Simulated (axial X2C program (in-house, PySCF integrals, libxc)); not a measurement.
Low determinants of TaN⁻ at the PBE0 level, two-component

Calculated with an in-house all-electron X2C program for linear molecules (integrals from PySCF). Two-component (2c) means X2C with spin–orbit coupling and atomic mean-field two-electron Coulomb and Gaunt terms. Basis: Ta dyall-acv3z [14s15p10d7f4g], N dyall-av3z [7s7p3d2f] (cores contracted in-house); Gaussian nuclei, density fitting, unrestricted open shells. Masses: Ta 180.948 u, N 14.003 u.

Search at 1.695 Å (vertical energies from the lowest determinant):

| ΔE (eV) | state | electrons beyond evenly filled partner blocks | electrons in ±ω = 1/2, 3/2, 5/2, 7/2 |
| --- | --- | --- | --- |
| 0.00 | Ω = 3/2 | ω = 3/2 | 48 23 8 2 |
| 0.39 | Ω = 5/2 | ω = 5/2 | 48 22 9 2 |
| 1.00 | Ω = 1/2 | ω = 1/2 | 49 22 8 2 |
| 1.14 | Ω = 3/2 | ω = 1/2, ω = -3/2, ω = 5/2 | 47 23 9 2 |
| 1.33 | Ω = 1/2 | ω = 1/2 | 47 24 8 2 |
| 1.54 | Ω = 1/2 | 2 × ω = -1/2, ω = 3/2 | 48 23 8 2 |
| 1.66 | Ω = 9/2 | ω = 1/2, ω = 3/2, ω = 5/2 | 47 23 9 2 |

Lowest determinant, Ω = 3/2 (⟨Sz⟩ = -0.50, ⟨Lz⟩ = 2.00 at PBE0): Re = 1.691 Å, ωe = 1077.0 cm⁻¹.

The determinant in row 2 of the search, Ω = 5/2 (⟨Sz⟩ = 0.50, ⟨Lz⟩ = 2.00 at PBE0), was followed along the bond at PBE0; measured from the minimum of the lowest determinant it gives:

Te = 0.393 eV (3167 cm⁻¹), Re = 1.689 Å, ωe = 1081.5 cm⁻¹.

Problem. Compare the bond of the determinant in row 2 with that of the lowest one.

Solution. At PBE0 its Re is 0.002 Å shorter and its force constant, which goes as ωe², is 1.01 times that of the lowest determinant. T0 ≈ Te + Δωe/2 = 3167 + (2) = 3169 cm⁻¹.

The search compares states at one distance, so a state with another bond length can lie lower; it is not exhaustive and yields mostly the lowest determinant of each block pattern, so other components and higher states of one pattern are missing. These are energies of single determinants, not of spin-adapted states; PBE0 term energies can be off by some tenths of an eV, and the functional has no current term. For an anion, determinants above electron detachment are held by the basis set. The highest occupied level of some functionals is positive through self-interaction error; at Hartree–Fock it is bound. Row 1 has a positive highest level at its minimum. Row 2 has a positive highest level at its minimum.
